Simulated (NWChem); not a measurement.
System: C2H8Si2; SMILES C=C([SiH3])[SiH3]

Computed with NWChem. Geometry: optimised at B3LYP/6-31G* (spherical d). Hybrids' shares of exact exchange are those that their runs print; pure functionals count as 0. The functionals differ in more than this share.

```
row                                    share of exact exchange  highest occupied level (eV)
-------------------------------------  -----------------------  ---------------------------
PBE/def2-TZVP                                             0.00                        -7.01
LDA (Slater exchange, VWN5)/def2-TZVP                     0.00                        -7.14
TPSSh/def2-TZVP                                           0.10                        -7.49
B3LYP/def2-TZVP                                           0.20                     withheld
Hartree-Fock/def2-TZVP                                    1.00                       -10.46
```

Problem. Fit a straight line of the last column on the one before it, predict the withheld value, and compare with the run.

Solution. 
1. Means of the 4 shown rows: x = 0.275, y = -8.025. Slope Σ(x − x̄)(y − ȳ)/Σ(x − x̄)² = -2.382/0.7075 = -3.366; intercept -7.099.
2. The shown rows scatter about the line by 0.056 (root mean square); the largest residual is +0.09, at PBE/def2-TZVP.
3. At x = 0.20 (B3LYP/def2-TZVP; inside the shown range) the line gives -7.77.
4. The run gives -7.88, -0.11 from the line, 2.0 times the scatter.
